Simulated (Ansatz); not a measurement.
`F[C@H]1[SiH2][Ge@@H]1[Cl]` from Hartree–Fock to CCSD(T)

```json
{"atom": "F1", "x (Å)": "-1.2504", "y (Å)": "1.3696", "z (Å)": "-1.2298"}
{"atom": "C2", "x (Å)": "-0.7763", "y (Å)": "0.6170", "z (Å)": "-0.1896"}
{"atom": "Si3", "x (Å)": "-0.3627", "y (Å)": "-1.2384", "z (Å)": "-0.3106"}
{"atom": "Ge4", "x (Å)": "1.1291", "y (Å)": "0.4120", "z (Å)": "0.3707"}
{"atom": "Cl5", "x (Å)": "1.4923", "y (Å)": "1.0509", "z (Å)": "2.3919"}
{"atom": "H6", "x (Å)": "-1.3379", "y (Å)": "0.8271", "z (Å)": "0.7279"}
{"atom": "H7", "x (Å)": "-0.0175", "y (Å)": "-1.6849", "z (Å)": "-1.6816"}
{"atom": "H8", "x (Å)": "-1.1474", "y (Å)": "-2.2402", "z (Å)": "0.4515"}
{"atom": "H9", "x (Å)": "2.2709", "y (Å)": "0.8870", "z (Å)": "-0.5304"}
```

The species carries charge 0 and has multiplicity 1. Correlated methods include outer-core shells of Ge, which these sets cover unevenly. Scalar relativity is left out up to krypton. All single points use the PBE0-D4/def2-TZVP geometry. Frozen core, restricted reference, Ansatz.

| basis | HF (Eh) | MP2 corr. | CCSD corr. | (T) | CCSD(T) total |
| --- | --- | --- | --- | --- | --- |
| def2-SVP | -2962.78828 | -0.77081 | -0.81139 | ? | ? |
| def2-TZVPP | ? | -0.97191 | -1.01306 | ? | ? |
| def2-QZVPP | ? | -1.29958 | – | – | – |

Fill in the withheld values. (An estimate is asked.)

Ansatz gave: def2-SVP (T): -0.02320; def2-SVP CCSD(T) total: -2963.62287; def2-TZVPP HF (Eh): -2963.48749; def2-TZVPP (T): -0.04117; def2-TZVPP CCSD(T) total: -2964.54172; def2-QZVPP HF (Eh): -2963.55691.
